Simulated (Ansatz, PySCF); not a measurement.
Gas-phase reaction R1 + 1.5 R2 → P1 + P2 + P3, each structure at its B3LYP-D3(BJ)/def2-TZVP stationary point, reached from a drawn start (curvature not checked).
R1: Cl2MoO2 (SMILES [O]=[Mo](=[O])([Cl])[Cl]), charge 0, multiplicity 1.
P1, ClMoO (SMILES [O]=[Mo][Cl]) (charge 0, multiplicity 4):
```json
[
 {"atom": "Mo", "x (Å)": "0.1775", "y (Å)": "0.0000", "z (Å)": "-0.4904"},
 {"atom": "O", "x (Å)": "1.7568", "y (Å)": "0.0000", "z (Å)": "0.0767"},
 {"atom": "Cl", "x (Å)": "-1.9343", "y (Å)": "0.0000", "z (Å)": "0.4138"}
]
```
R2: H2 (SMILES [H][H]), charge 0, multiplicity 1.
P2: H2O (SMILES O), charge 0, multiplicity 1.
P3: HCl (SMILES Cl), charge 0, multiplicity 1.

```
level                        reaction energy (kcal/mol)  cost
---------------------------  --------------------------  ----
HF/def2-SVP                                      -20.81     -
HF/def2-TZVPP                                    -13.28     -
SVWN5/def2-TZVPP                                  98.98  ×0.7
PBE-D3(BJ)/def2-TZVPP                             90.44    ×1
PBE-D4/def2-TZVPP                                 90.92    ×1
BLYP/def2-TZVPP                                   88.69    ×1
BLYP-D3(BJ)/def2-TZVPP                            93.98    ×1
BLYP-D4/def2-TZVPP                                94.38    ×1
revPBE-D3(BJ)/def2-TZVPP                          89.44  ×0.9
r2SCAN-D3(BJ)/def2-TZVPP                          84.15    ×1
r2SCAN-D4/def2-TZVPP                              84.14    ×1
B97M-V/def2-TZVPP                                 82.09    ×2
B3LYP/def2-TZVPP                                  72.52    ×1
B3LYP-D3(BJ)/def2-TZVPP                           76.99    ×1
B3LYP-D4/def2-TZVPP                               76.94    ×1
PBE0/def2-TZVPP                                   66.45    ×1
PBE0-D3(BJ)/def2-TZVPP                            68.60    ×1
PBE0-D4/def2-TZVPP                                68.78    ×1
BHLYP/def2-TZVPP                                  47.24    ×1
BHLYP-D3(BJ)/def2-TZVPP                           51.29    ×1
BHLYP-D4/def2-TZVPP                               51.07    ×1
M06-2X/def2-TZVPP                                 81.93     -
CAM-B3LYP/def2-TZVPP                              65.42    ×1
CAM-B3LYP-D3(BJ)/def2-TZVPP                       67.72    ×1
CAM-B3LYP-D4/def2-TZVPP                           67.86    ×1
wB97M-V/def2-TZVPP                                65.46    ×3
B2PLYP/def2-TZVPP                                 83.34    ×2
B2PLYP-D3(BJ)/def2-TZVPP                          85.76    ×2
B2PLYP-D4/def2-TZVPP                              85.24    ×2
MP2/def2-SVP                                     118.02     -
MP2/def2-TZVPP                                   114.84     -
MP2/def2-QZVPP                                   114.43     -
SCS-MP2/def2-SVP                                 114.64     -
SCS-MP2/def2-TZVPP                               116.31     -
CCSD/def2-SVP                                     51.85     -
CCSD/def2-TZVPP                                   51.57     -
CCSD/def2-QZVPP                                   51.93     -
CCSD(T)/def2-SVP                                  69.29    ×2
CCSD(T)/def2-TZVPP                                70.27   ×10
CCSD(T)/def2-QZVPP                                70.61  ×60*
```

P less R. No zero-point or thermal terms; singlets are restricted closed shells; open shells are unrestricted; no spin–orbit coupling. The spin states of the d-block species are the ones drawn and need not be the lowest.

Correlated levels freeze the cores.

Doubts at one or more of the structures used: a spin-contaminated determinant (HF/def2-SVP, HF/def2-TZVPP, MP2/def2-SVP, MP2/def2-TZVPP, MP2/def2-QZVPP, SCS-MP2/def2-SVP, SCS-MP2/def2-TZVPP, CCSD/def2-SVP, CCSD/def2-TZVPP, CCSD/def2-QZVPP, CCSD(T)/def2-SVP, CCSD(T)/def2-TZVPP, CCSD(T)/def2-QZVPP); T1 above 0.05 (CCSD/def2-SVP, CCSD/def2-TZVPP, CCSD(T)/def2-SVP, CCSD(T)/def2-TZVPP).

Programs: Ansatz (a program for electronic structure); PySCF for M06-2X and the D3/D4 terms. All values are computed, each at the level named. Elements past Kr take the def2 small-core potentials, without spin–orbit coupling.

Costs are rough ratios of core time to PBE/def2-TZVPP (about 13 s over the structures, on one shared machine); a dash marks a level with no comparable run of its own. A star marks coupled-cluster runs past 200 virtual orbitals, where the program's memory plan changes under this machine's limit, so their costs aren't comparable with smaller runs.
